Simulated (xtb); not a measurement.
C$_{6}$H$_{15}$O$_{3}$ (SMILES COCC[OH+]CCOC), charge +1, singlet, at a GFN2-xTB geometry; GFN2-xTB run with xtb 6.7.1.

xtb was given this input:
```
$ xtb mol.xyz --gfn 2 --chrg 1 --opt --json

# file mol.xyz
24

C      2.00319690    -1.89396112    -0.91123274
O      1.50015848    -0.67816608    -0.38698306
C      2.14069834    -0.24398625     0.79664265
C      1.32776414     0.97202909     1.24030437
O     -0.05234813     0.55484293     1.11694357
C     -1.05045260     1.56388955     0.83483645
C     -2.14387448     0.82230397     0.06615547
O     -1.43833895     0.05312994    -0.88797458
C     -2.24827538    -0.83590855    -1.63607652
H      1.87905965    -2.70943282    -0.19303736
H      3.05920664    -1.79887751    -1.17234350
H      1.42387120    -2.09787489    -1.80777532
H      2.11392576    -1.03492411     1.55897449
H      3.18479661     0.03299634     0.61385683
H      1.52087935     1.24957983     2.27735131
H      1.52288630     1.81997875     0.57821014
H     -0.05278531    -0.03565584     0.25755830
H     -0.61924144     2.35308437     0.21299361
H     -1.40884942     1.97869362     1.77785478
H     -2.72066925     0.16824866     0.73471271
H     -2.83029957     1.52995730    -0.41167145
H     -1.57841629    -1.35070360    -2.31964257
H     -2.74134645    -1.55956467    -0.98078156
H     -3.00313047    -0.29015983    -2.20592601
```

The log (banner, timings and long lists left out):

```
   ID    Z sym.   atoms
    1    6 C      1, 3, 4, 6, 7, 9
    2    8 O      2, 5, 8
    3    1 H      10-24

           -------------------------------------------------
          |                Calculation Setup                |
           -------------------------------------------------

           -------------------------------------------------
          |                 G F N 2 - x T B                 |
           -------------------------------------------------

          ...................................................
          :                      SETUP                      :
          :.................................................:
          :  # basis functions                  51          :
          :  # atomic orbitals                  51          :
          :  # shells                           33          :
          :  # electrons                        56          :
          :  max. iterations                   250          :
          :  Hamiltonian                  GFN2-xTB          :
          :  restarted?                      false          :
          :  GBSA solvation                  false          :
          :  PC potential                    false          :
          :  electronic temp.          300.0000000     K    :
          :  accuracy                    1.0000000          :
          :  -> integral cutoff          0.2500000E+02      :
          :  -> integral neglect         0.1000000E-07      :
          :  -> SCF convergence          0.1000000E-05 Eh   :
          :  -> wf. convergence          0.1000000E-03 e    :
          :  Broyden damping             0.4000000          :
          :  net charge                          1          :
          :  unpaired electrons                  0          :
          ...................................................

 iter      E             dE          RMSdq      gap      omega  full diag
   1    -32.4786313 -0.324786E+02  0.420E+00    9.45       0.0  T
   2    -32.5283388 -0.497075E-01  0.247E+00    8.19       1.0  T
   3    -32.5302836 -0.194482E-02  0.768E-01    7.86       1.0  T
   4    -32.5305823 -0.298696E-03  0.126E-01    7.82       1.0  T
   5    -32.5306159 -0.336004E-04  0.638E-02    7.88       1.0  T
   6    -32.5306195 -0.353811E-05  0.184E-02    7.90       1.1  T
   7    -32.5306205 -0.104598E-05  0.472E-03    7.90       4.3  T
   8    -32.5306205 -0.287446E-07  0.164E-03    7.90      12.5  T
[...]
         :: total energy             -32.226817701955 Eh    ::
 * total energy  :   -32.2268177 Eh     change       -0.7048584E-11 Eh
   *** GEOMETRY OPTIMIZATION CONVERGED AFTER 1 ITERATIONS ***
         :: total energy             -32.226817701962 Eh    ::
[...]
     2   8 O    2.105 --     3 C    0.989     1 C    0.965
     3   6 C    3.949 --     4 C    0.999     2 O    0.989    13 H    0.964
                            14 H    0.960
     4   6 C    3.872 --     3 C    0.999    15 H    0.965    16 H    0.963
                             5 O    0.898
     5   8 O    2.577 --     6 C    0.898     4 C    0.898    17 H    0.689
     6   6 C    3.872 --     7 C    0.999    19 H    0.965    18 H    0.963
                             5 O    0.898
     7   6 C    3.949 --     6 C    0.999     8 O    0.989    20 H    0.964
                            21 H    0.960
     8   8 O    2.105 --     7 C    0.989     9 C    0.965
     9   6 C    3.924 --    24 H    0.979    23 H    0.978    22 H    0.976
                             8 O    0.965
    10   1 H    0.997 --     1 C    0.978
    11   1 H    0.996 --     1 C    0.979
    12   1 H    0.993 --     1 C    0.976
    13   1 H    0.995 --     3 C    0.964
    14   1 H    0.993 --     3 C    0.960
    15   1 H    0.987 --     4 C    0.965
    16   1 H    0.989 --     4 C    0.963
    17   1 H    0.821 --     5 O    0.689
    18   1 H    0.989 --     6 C    0.963
    19   1 H    0.987 --     6 C    0.965
    20   1 H    0.995 --     7 C    0.964
    21   1 H    0.993 --     7 C    0.960
    22   1 H    0.993 --     9 C    0.976
    23   1 H    0.997 --     9 C    0.978
    24   1 H    0.996 --     9 C    0.979
 ---------------------------------------------------------------------------

Topologies differ in total number of bonds
Writing topology from bond orders to xtbtopo.mol

molecular dipole:
                 x           y           z       tot (Debye)
 q only:        0.013       0.734       0.998
   full:       -0.005       0.675       1.017       3.104
molecular quadrupole (traceless):
                xx          xy          yy          xz          yz          zz
 q only:        7.026      -3.850      -0.987       4.600       8.340      -6.040
  q+dip:        7.460      -3.562      -1.593       3.885       5.418      -5.867
   full:        7.890      -3.927      -1.335       4.508       7.022      -6.555

optimized geometry written to: xtbopt.xyz

           -------------------------------------------------
          | TOTAL ENERGY              -32.226817701962 Eh   |
          | GRADIENT NORM               0.000042792035 Eh/α |
          | HOMO-LUMO GAP               7.899758266720 eV   |
           -------------------------------------------------
```
